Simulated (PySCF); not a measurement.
C7H10OSSi.
Atom-mapped SMILES: `[CH2:1]=[C:2]1[CH:3]=[CH:4]/[C:5]1=[CH:6]/[S:7][SiH2:8][O:9][CH3:10]`

Definitions: NICS(0) = −σiso at the ring centroid; NICS(1) = −σiso and NICS(1)zz = −σzz at ±1 Å along the ring normal z. Level: GIAO PBE0/pcSseg-1 (PySCF, non-relativistic, gas phase) on the GFN2-xTB geometry, one conformer.

Ring bond lengths (Å), with Mayer bond orders in brackets: C2–C3 1.475 (1.01), C3–C4 1.353 (1.62), C4–C5 1.469 (1.04), C5–C2 1.493 (0.96).

Q: What do the NICS probes read (ppm)?

A: 
| ring | type | NICS(0) | NICS(1), two faces | NICS(1)zz, two faces | rms pucker (Å) | centre to ring atoms, mean (Å) |
| --- | --- | --- | --- | --- | --- | --- |
| C2–C3–C4–C5 | 4-membered carbocycle; formal bonds 1 double, 3 single | 6.0 | -1.4 / -1.4 | 6.5 / 6.3 | 0.00 | 1.02 |

Q: What can be read from them?

A: 
- C2–C3–C4–C5: mean NICS(1)zz 6.4 ppm, deshielded. NICS(0) lies 7 ppm above the mean NICS(1).

Q: What does the geometric index give? HOMA takes Krygowski's 1993 parameters.

A: 
- C2–C3–C4–C5: HOMA -0.71 = 1 − EN − GEO, with mean bond length 1.448 Å, EN = α(Ropt − mean)² = 0.916 and GEO = α × variance = 0.796.

On Arm Neoverse N1, one thread (shared host), this took 93 s and 1.1 GiB of memory at its peak. This is the whole shielding run at PBE0/pcSseg-1, SCF included.

Shape of the structure used: `[CH2:1]=[C:2]1[CH:3]=[CH:4]/[C:5]1=[CH:6]/[S:7][SiH2:8][O:9][CH3:10]`: C5–C6–S7–Si8 -179°, C6–S7–Si8–O9 43°, S7–Si8–O9–C10 53°.
